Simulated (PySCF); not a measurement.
**Computed properties of Be(OH)(SMe) (CH4BeOS), SMILES [OH][Be][S]C**

CH4BeOS, SMILES [Be]([S]C)[OH]. Geometry optimised at PBE0-D3(BJ)/def2-SVP. The values are those of a single conformer. All values are computed for the isolated molecule unless a solvent is named; none is compared with measurement here.

**Structure.** All 18 harmonic modes at PBE0-D3(BJ)/def2-SVP (PySCF) are real, so it is a minimum. With heavy atoms numbered as in [Be:1]([OH:2])[S:4][CH3:5], the shortest bond between them is Be1–O2 at 1.412 Å and the longest Be1–S4 at 1.901 Å.

**Vibrations.** The strongest infrared lines (harmonic, unscaled, degenerate partners summed) lie at 1428 cm⁻¹ (305 km/mol, Be 75 %, O 20 %), 4065 cm⁻¹ (228 km/mol, H 94 %), 381 cm⁻¹ (189 km/mol, Be 49 %, H 32 %, O 16 %). The softest mode is at 73 cm⁻¹ and the zero-point energy is 34.0 kcal/mol.

**Electronic structure.** M06-2X/def2-TZVPD (PySCF) places the frontier levels at -8.04 and -0.27 eV, a gap of 7.77 eV, and gives a dipole moment of 1.95 D and a mean polarisability of 53.0 bohr³.

**Excitations.** TDDFT-ωB97X/def2-SVPD (PySCF) has S1 at 5.44 eV (228 nm, f = 0.000, dark); the most intense of the 10 singlets computed lies at 7.68 eV (f = 0.08). T1 (TDA) is at 5.11 eV. No vertical singlet excitation falls in the visible range (under 3.1 eV).

**NMR.** GIAO shifts at PBE0/pcSseg-1 (PySCF) (non-relativistic, atoms alike by connectivity averaged): ¹³C at 11.3 ppm against TMS; ¹H from 2.2 to 2.5 ppm against TMS.
